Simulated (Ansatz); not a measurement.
**Question.** Predict a relaxed structure of FeF3, charge 0, sextet, at PBE0-D4/def2-TZVP (Ansatz).

**Answer.** 
Cartesian coordinates in Å:
```
Fe 0.000 0.000 0.000
F 0.135 0.610 1.634
F -1.287 0.565 -1.041
F 1.153 -1.175 -0.593
```
Point group D3h (tolerance 0.1 Å). The metal has 3 neighbours: F 1.75 Å, F 1.75 Å, F 1.75 Å. This is one stationary point.
